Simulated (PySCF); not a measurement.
## How methods differ on the ionisation energy of Sn(2+)

Sn(2+) [Kr] 4d10 5s2 (1S) → Sn(3+) [Kr] 4d10 5s1 (2S), as a difference of total energies. Calculation: PySCF 2.14, in def2-TZVPPD with the def2 core potential (28 electrons) (7s5p4d2f, 56 functions); scalar relativity through the core potential. Correlated levels: valence: 4s2 4p6 4d10 frozen; valence and next inner shell: nothing frozen outside the core potential. The calculations carry no spin-orbit coupling.

```csv
method,ionisation energy (eV)
UHF,28.541
PBE,30.807
PBE0,30.436
r2SCAN,30.474
BHandHLYP,30.285
wB97M-V,30.492
M06-2X,30.382
B2PLYP,30.181
MP2 (valence),29.224
SCS-MP2 (valence),29.360
MP2 (valence and next inner shell),30.344
```

Q: Estimate what LDA gives.

A: 31.300 eV, closest to PBE among the rows shown.

Q: Estimate what SCS-MP2 (valence and next inner shell) gives.

A: 30.298 eV, closest to BHandHLYP among the rows shown.

Errors of the correlated levels include the incompleteness of this basis and the frozen core.

MP2 underrates the near-degeneracy of ns² with np² in the lower species.

For comparison: 30.506 eV (measured; NIST Atomic Spectra Database, ionization energies).
